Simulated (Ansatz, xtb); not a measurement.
## Relative energy of two isomers of C2H5OZn

Structure X is the doublet with the links of `OC[CH2][Zn]` and structure Y is the doublet with the links of `CC[O][Zn]`. Both are isolated molecules in the gas phase, relaxed with BLYP-D3(BJ)/def2-SVP; the shapes shown needn't be the lowest conformers.

X (Å):

```yaml
atoms:
  - { symbol: C, position_ang: [-1.0096, -0.7547, 1.2606] }
  - { symbol: C, position_ang: [-1.0208, -0.9730, -0.2456] }
  - { symbol: O, position_ang: [0.0931, -1.7743, -0.6974] }
  - { symbol: Zn, position_ang: [-0.3887, -2.6274, 2.0331] }
  - { symbol: H, position_ang: [-1.9951, -0.4769, 1.6856] }
  - { symbol: H, position_ang: [-1.0474, -0.0034, -0.8058] }
  - { symbol: H, position_ang: [-1.9263, -1.5364, -0.5505] }
  - { symbol: H, position_ang: [0.9053, -1.2734, -0.4842] }
  - { symbol: H, position_ang: [-0.2448, -0.0198, 1.5923] }
```

Y (Å):

```xyz
9

C    -0.3074   -0.6812   -1.0547
C     0.4938   -0.9860    0.2215
O    -0.3668   -0.8179    1.3344
Zn    0.2237   -1.0950    3.0951
H    -0.6944    0.3570   -1.0260
H     0.3293   -0.8004   -1.9563
H    -1.1740   -1.3672   -1.1367
H     1.3806   -0.3034    0.2601
H     0.9011   -2.0266    0.1496
```

Quicker runs give these differences E(Y) − E(X): GFN2-xTB −18.5 kcal/mol; HF/STO-3G −23.3 kcal/mol (at GFN2-xTB geometries); r2SCAN-D4/def2-SVP −15.2 kcal/mol (at GFN2-xTB geometries).

Task: Estimate E(Y) − E(X) at the level CCSD(T)/def2-SVP + ΔMP2/def2-TZVPP.

Result: Calculated at CCSD(T)/def2-SVP + ΔMP2/def2-TZVPP: E(Y) − E(X) = −12.3 kcal/mol, so structure Y lies lower.

Level by level:

| level | geometry | E(Y) − E(X) (kcal/mol) | departure from the last row (kcal/mol) | job, with rough time for the two |
| --- | --- | --- | --- | --- |
| GFN2-xTB | GFN2-xTB | −18.5 | −6.2 | optimisation, 0.53 s |
| HF/STO-3G | GFN2-xTB | −23.3 | −11.0 | single point, 10 s |
| r2SCAN-D4/def2-SVP | GFN2-xTB | −15.2 | −2.9 | single point, 10 s |
| BLYP-D3(BJ)/def2-SVP | BLYP-D3(BJ)/def2-SVP | −13.8 | −1.5 | optimisation, 72 s |
| HF/def2-SVP | BLYP-D3(BJ)/def2-SVP | −18.2 | −5.8 | part of the CCSD(T) run |
| MP2/def2-SVP | BLYP-D3(BJ)/def2-SVP | −15.7 | −3.4 | part of the CCSD(T) run |
| CCSD(T)/def2-SVP | BLYP-D3(BJ)/def2-SVP | −14.8 | −2.5 | single point |
| CCSD(T)/def2-SVP + ΔMP2/def2-TZVPP | BLYP-D3(BJ)/def2-SVP | −12.3 |  | single point, 2.5 min |

As drawn, Y has 1 O–Zn, 1 C–H in place of 1 C–Zn, 1 O–H.

None of the levels shown reverses the order. The largest departure from CCSD(T)/def2-SVP + ΔMP2/def2-TZVPP is that of HF/STO-3G, 11.0 kcal/mol. The last row adds to CCSD(T) the change of the MP2 difference between the two basis sets, here +2.5 kcal/mol.

With harmonic frequencies from BLYP-D3(BJ)/def2-SVP (ideal gas, rigid rotor, one conformer each, 298.15 K, 1 atm): on the last row, ΔE + ΔZPE = −12.0 kcal/mol. A mode under 50 cm⁻¹ makes harmonic enthalpies and free energies unreliable, so none is given.

Open shells are spin-unrestricted, with notable spin contamination under HF/STO-3G. The correlated steps freeze 8 core orbitals; the last core shell of Zn is correlated, in a basis made for valence electrons. Run with Ansatz 0.2.0, xtb 6.7.1; the last row on 2 threads of Arm Neoverse V1 on a shared host.
